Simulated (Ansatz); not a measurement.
`[Cl][SnH]([Cl])[GeH3]` + H–F → `[F][SnH]([Cl])[Cl]` + GeH₄ at 500 K and 1 bar (cleavage of the Sn–Ge bond).

Calculated with Ansatz (gas phase, PBE0-D4/def2-TZVP geometries, no zero-point term in ΔE). CBS: MP2 limit from def2 TZ/QZ plus the TZ coupled-cluster correction, frozen cores. This one scheme is used for every species. def2 core potentials past Kr. For Ge, Sn outer-core shells are correlated without core-valence functions, which leaves a few kJ/mol of doubt a bond. Scalar relativity is left out up to krypton.

| species | CCSD(T)/CBS energy (Eh) | H − E (kJ/mol) | S (J/(mol·K)) |
| --- | --- | --- | --- |
| `[Cl][SnH]([Cl])[GeH3]` | -3212.19414 | 135.2 | 466.9 |
| H–F | -100.39570 | 39.4 | 188.7 |
| `[F][SnH]([Cl])[Cl]` | -1234.09211 | 65.8 | 389.7 |
| GeH₄ | -2078.49493 | 99.4 | 244.6 |

H − E and S are ideal-gas, rigid-rotor, harmonic terms from PBE0-D4/def2-TZVP. 1 Eh = 2625.50 kJ/mol, R = 8.31446 J/(mol·K).

Task: By hand: ΔE, ΔH, ΔS and ΔG.

Result: ΔE = (-1234.09211) + (-2078.49493) − (-3212.19414) − (-100.39570) = 0.00280 Eh = 7.4 kJ/mol. Δ(H − E) = 65.8 + 99.4 − 135.2 − 39.4 = -9.4, so ΔH = -2.0 kJ/mol. ΔS = 389.7 + 244.6 − 466.9 − 188.7 = -21.3 J/(mol·K). ΔG = -2.0 − 500 × (-21.3)/1000 = 8.7 kJ/mol.

Task: By hand: the equilibrium constant, and the temperature at which ΔG would vanish if ΔH and ΔS stayed fixed.

Result: log₁₀ K = −ΔG/(RT ln 10) = -0.9. ΔG = 0 at ΔH/ΔS = 94 K, though so small a ΔH makes that figure unsure.

TΔS isn't small against ΔH here. A doubt of 5 kJ/mol in ΔE shifts log₁₀ K by 0.5 here. Modes under 60 cm⁻¹, often nearly free rotors, make the harmonic entropy too high. These are equilibria of isolated gas molecules and say nothing of rates. Largest T1 diagnostic: 0.012 (customary marks: 0.02 for closed shells, 0.045 for open ones).
